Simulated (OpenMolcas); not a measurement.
**Fe5+, Ru5+, Os5+: d³ down the group**

```yaml
Program: OpenMolcas
Method: SS-CASPT2, IPEA 0.25 Eh, imaginary shift 0.1 Eh
Basis: ANO-RCC-VQZP
Scalar_Hamiltonian: DKH2, point nucleus
Spin-orbit_coupling: RASSI with atomic mean-field integrals over the reference wave functions, term energies averaged over their components
```

Active space for each ion: 3 electrons in 10 orbitals (d d); closed shells correlated by CASPT2: Fe5+ 3s 3p; Ru5+ 4s 4p; Os5+ 5s 5p.

Computed levels in cm-1 above ⁴F_3/2:

| Level | Fe5+ | Ru5+ | Os5+ |
| --- | --- | --- | --- |
| ⁴F_5/2 | 523 | 1388 | 6330 |
| ⁴F_7/2 | 1227 | 3070 | 11340 |
| ⁴F_9/2 | 2090 | 4910 | 14630 |
| ⁴P_1/2 | 19450 | 13740 | 16880 |
| ⁴P_5/2 | 20300 | 15930 | 25180 |
| ²G_7/2 | 20830 | 15770 | 22860 |
| ²G_9/2 | 21560 | 16840 | 37040 |
| ²P_1/2 | 26920 | 20050 | 28750 |
| ²H_9/2 | 29180 | 22170 | 24090 |
| weight of ⁴F in the lowest level (%) | 100 | 98 | 82 |

Mixed levels, with the weight of the term that names them: Ru5+ ²G_9/2 (75 %), Os5+ ⁴F_9/2 (57 %), Os5+ ⁴P_1/2 (66 %), Os5+ ²G_9/2 (57 %), Os5+ ²P_1/2 (66 %), Os5+ ²H_9/2 (56 %).

Measured, with the error of the calculation in %. Measured levels: Fe5+ from Corliss and Sugar, J. Phys. Chem. Ref. Data 11, 135 (1982); Os5+ from the list in Brasseur, Palmeri and Quinet, Atoms 13, 11 (2025).

```csv
Level,Fe5+,Os5+
⁴F_5/2,511 (+2.3),6397 (-1.0)
⁴F_7/2,1188 (+3.3),11444 (-0.9)
⁴F_9/2,2001 (+4.4),14678 (-0.3)
⁴P_1/2,18738 (+3.8),16772 (+0.6)
⁴P_5/2,19611 (+3.5),24828 (+1.4)
²G_7/2,20616 (+1.0),22920 (-0.3)
²G_9/2,21315 (+1.1),37019 (+0.1)
²P_1/2,26496 (+1.6),28860 (-0.4)
²H_9/2,28724 (+1.6),24028 (+0.3)
```

The fine-structure level ⁴F_9/2 changes by a factor of 7 from Fe5+ to Os5+.

Without spin-orbit coupling ⁴P lies 18790, 12230, 11570 cm-1 above ⁴F in that order; the difference to the level ⁴P_1/2, of either sign, comes from spin-orbit coupling, which also lowers the zero.

CASPT2 does not keep the components of a term degenerate, so their means are used; among the terms shown or strongly mixed into the levels shown the widest spread is 550 cm-1 (3d³ ⁴F, Fe5+). Active for correlation alone: 4d; no level in the range computed is led by a configuration that fills it, so any true level of that kind is missing (holds for Fe5+). Active for correlation alone: 5d; no level in the range computed is led by a configuration that fills it, so any true level of that kind is missing (holds for Ru5+). Active for correlation alone: 6d; no level in the range computed is led by a configuration that fills it, so any true level of that kind is missing (holds for Os5+). Measured partners are found by configuration, term and J. A level has none where our copy of the source lacks it or the pairing is in doubt (some pairs that miss far off the trend of their configuration count as doubtful), and it then counts in no deviation. Levels of configurations outside the active space are missing.
